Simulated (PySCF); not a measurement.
Ge(Br)2(OH)(NH2), SMILES [NH2][Ge]([Br])([Br])[OH] (H3Br2GeNO), CAM-B3LYP/def2-SVP optimised geometry.

```
8

N      1.18    -1.04     0.00
Ge    -0.61    -1.04     0.00
O     -1.11    -1.84     1.48
Br    -1.32    -2.14    -1.89
Br    -1.63     1.04     0.00
H      1.63    -0.56     0.77
H      1.63    -0.84    -0.88
H     -2.02    -1.66     1.73
```

Density from PySCF with CAM-B3LYP/def2-TZVP at that geometry.

Minimum of the electron density along straight lines between bonded atoms, close to the bond critical point (lines longer than 1.1 times the sum of covalent radii, or with two minima, are not listed):

```json
[
 {"bond": "N1–Ge2", "length / Å": "1.791", "ρ at the minimum / e bohr⁻³": "0.155", "∇²ρ there / e bohr⁻⁵": "0.48", "position (fraction from the first atom)": "0.53"},
 {"bond": "Ge2–O3", "length / Å": "1.751", "ρ at the minimum / e bohr⁻³": "0.154", "∇²ρ there / e bohr⁻⁵": "0.70", "position (fraction from the first atom)": "0.48"},
 {"bond": "Ge2–Br4", "length / Å": "2.293", "ρ at the minimum / e bohr⁻³": "0.097", "∇²ρ there / e bohr⁻⁵": "(withheld)", "position (fraction from the first atom)": "0.43"},
 {"bond": "Ge2–Br5", "length / Å": "2.317", "ρ at the minimum / e bohr⁻³": "0.093", "∇²ρ there / e bohr⁻⁵": "(withheld)", "position (fraction from the first atom)": "0.43"},
 {"bond": "N1–H6", "length / Å": "1.016", "ρ at the minimum / e bohr⁻³": "0.329", "∇²ρ there / e bohr⁻⁵": "-1.62", "position (fraction from the first atom)": "0.74"},
 {"bond": "N1–H7", "length / Å": "1.015", "ρ at the minimum / e bohr⁻³": "0.330", "∇²ρ there / e bohr⁻⁵": "-1.63", "position (fraction from the first atom)": "0.74"},
 {"bond": "O3–H8", "length / Å": "0.966", "ρ at the minimum / e bohr⁻³": "0.351", "∇²ρ there / e bohr⁻⁵": "(withheld)", "position (fraction from the first atom)": "0.81"}
]
```

Complete the blanks.


- Ge2–Br4, ∇²ρ there / e bohr⁻⁵: 0.05
- Ge2–Br5, ∇²ρ there / e bohr⁻⁵: 0.04
- O3–H8, ∇²ρ there / e bohr⁻⁵: -2.37
